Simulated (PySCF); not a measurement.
Geometries of 3 isomers of C7H7N, from PBE0-D3(BJ)/def2-SVP geometry optimisation, gas phase in PySCF. One conformer each, no zero-point energy, no frequencies.

Problem. Which isomer lies lowest at this level?
A.
```xyz
15
angstrom
N     -1.588    2.485   -1.256
C     -1.073    1.535   -0.835
C     -0.438    0.358   -0.302
C      1.106    0.228   -0.269
C      0.893   -0.697    0.914
C     -0.377   -1.502    0.648
C     -0.926   -1.060   -0.695
C     -0.457   -0.112    1.208
H      1.576    1.172    0.038
H      1.585   -0.156   -1.184
H      1.636   -1.040    1.635
H     -0.571   -2.438    1.173
H     -0.508   -1.483   -1.623
H     -2.024   -1.109   -0.716
H     -0.911    0.308    2.104
```
B.
```xyz
15
angstrom
N      2.965   -0.590   -0.086
C      2.130    0.352    0.079
C      0.651    0.301    0.073
C     -0.058   -0.889   -0.139
C     -1.448   -0.895   -0.135
C     -2.152    0.291    0.081
C     -1.459    1.481    0.293
C     -0.066    1.484    0.288
H      2.484   -1.484   -0.240
H      2.544    1.361    0.253
H      0.483   -1.824   -0.309
H     -1.989   -1.830   -0.301
H     -3.245    0.285    0.084
H     -2.006    2.412    0.462
H      0.481    2.416    0.454
```
C.
```xyz
15
angstrom
C      3.294    0.419   -0.711
C      2.221   -0.049   -0.055
C      0.855    0.258   -0.420
C     -0.224   -0.206    0.245
C     -1.609    0.089   -0.102
C     -2.668   -0.386    0.587
C     -1.842    0.932   -1.246
N     -2.008    1.610   -2.171
H      3.186    1.074   -1.581
H      4.310    0.163   -0.402
H      2.364   -0.704    0.812
H      0.705    0.908   -1.291
H     -0.087   -0.854    1.116
H     -3.692   -0.144    0.297
H     -2.516   -1.028    1.457
```

Solution. B. That is phenylmethanimine (`c1cc(ccc1)/C=N\[H]`), 43.4 kcal/mol below the next.

```csv
SMILES,atoms numbered as above,E (Eh),relative (kcal/mol),relative (kJ/mol),dipole (D)
[H]/N=C\c1ccccc1,[H]/[N:1]=[CH:2]\[c:3]1[cH:4][cH:5][cH:6][cH:7][cH:8]1,-325.08433,0.0,0.0,2.86
C=C/C=C/C(=C)C#N,[CH2:1]=[CH:2]/[CH:3]=[CH:4]/[C:5](=[CH2:6])[C:7]#[N:8],-325.01516,43.4,181.6,3.66
N#C[C@]12C[C@@H]3[C@H](C1)[C@@H]32,[N:1]#[C:2][C@:3]12[CH2:4][C@@H:5]3[C@H:6]([CH2:7]1)[C@H:8]23,-324.99679,54.9,229.8,4.20
```

As drawn, the lowest has an aromatic ring, a C=N bond and an N–H bond, which the highest lacks; the highest has a three-membered ring, a four-membered ring and a C≡N group, which the lowest lacks.
